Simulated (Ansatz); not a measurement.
Gas-phase reaction (SMILES): CB(C)N -> [CH2]B(C)N + H atom; the C-H bond at the site shown breaks (other sites are not compared here).

Each molecule is optimised on its own at B3LYP-D3(BJ)/def2-TZVP (Ansatz, a program for electronic structure), one conformer each, not searched for the lowest. Cores are frozen in the correlated levels unless marked. Open shells are spin-unrestricted. Spin-orbit coupling is left out. Non-relativistic. CBS marks a two-point X^-3 extrapolation of the correlation energy; Hartree-Fock from the larger set. The bracket is a focal-point correction in the basis named. Thermal terms are rigid-rotor harmonic-oscillator values from B3LYP-D3(BJ) frequencies (Ansatz) at 298.15 K and 1 atm. 1 Eh = 627.5095 kcal/mol. Atoms have translation alone. Electronic entropy comes from spin alone.

```csv
species,"E, RI-MP2/CBS(cc-pVTZ,cc-pVQZ)+[CCSD(T)-MP2]/cc-pVTZ (Ansatz) (Eh)","E, wB97X-V/def2-TZVPD (Ansatz) (Eh)",H - E (Eh),G - E (Eh)
CB(C)N,-160.48684,-160.71039,0.11171,0.07648
[CH2]B(C)N,-159.81971,-160.04480,0.09857,0.06297
H atom,-0.49995,-0.50049,0.00236,-0.01065
```

Task: Work out ΔE and ΔH, ΔG, ΔS and the equilibrium constant at 298.15 K at the first level, then ΔH at the second.

Result: 
1. ΔE = [(-159.81971) + (-0.49995)] - [(-160.48684)] = 0.16718 Eh = 104.9 kcal/mol at RI-MP2/CBS(cc-pVTZ,cc-pVQZ)+[CCSD(T)-MP2]/cc-pVTZ.
2. The terms H - E add up to -0.01078 Eh, so ΔH = (0.16718 + (-0.01078))×627.5095 = 98.1 kcal/mol.
3. The terms G - E add up to -0.02416 Eh, so ΔG = 89.7 kcal/mol, and ΔS = (-0.01078 - (-0.02416))×627509.5/298.15 = 28.2 cal/(mol K).
4. log10 K = -ΔG/(RT ln 10) = -65.8, with RT ln 10 = 1.3642 kcal/mol.
5. With ΔH and ΔS taken as constant, ΔG changes sign near ΔH/ΔS = 3480 K, a rough figure that leaves out heat capacities.
6. At wB97X-V/def2-TZVPD the same steps give ΔE = 103.6 and ΔH = 96.8 kcal/mol, a shift of -1.3 from the first level.
7. These values are not checked against measurement here, since the tables used lack a sound gas-phase enthalpy of formation for at least one species.
